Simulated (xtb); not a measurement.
C3H9O2Si, doublet, geometry from GFN2-xTB. Base run: GFN2-xTB run with xtb 6.7.1.

Geometry (Å):
```xyz
15

C      2.3680    -0.2150    -0.1644
O      1.0486    -0.2707    -0.6034
Si    -0.2933     0.1067     0.2574
C     -1.2270     1.2435    -1.0372
C     -1.4046    -1.4612    -0.1258
O     -0.2426     0.5905     1.7020
H      2.4259     0.1475     0.8624
H      2.8058    -1.2152    -0.2209
H      2.9334     0.4535    -0.8189
H     -2.2583     1.3225    -0.7288
H     -1.1461     0.8358    -2.0340
H     -0.7442     2.2083    -0.9762
H     -1.0354    -2.2428     0.5226
H     -2.4248    -1.2171     0.1280
H     -1.3168    -1.7491    -1.1630
```
Charge 0, spin multiplicity 2.
All else is at xtb's defaults.
Base energy -20.88255 Eh.

Variants of this job, named by their change:

```tsv
change	ΔE vs base (mEh)	dipole (D)	SCF cycles
base	0.000	4.19	13
etemp = 10000	-50.496	3.63	12
acc = 0.1	0.000	4.19	15
etemp = 1000	-0.035	4.18	13
file = coord	0.000	4.19	13
acc = 0.0001	0.000	4.19	22
etemp = 5000	-12.153	3.71	13
alpb = dmso	-12.670	4.63	14
```

ALPB and GBSA are two models with their own fitted parameters for each solvent, which aren't always the measured dielectric constant.
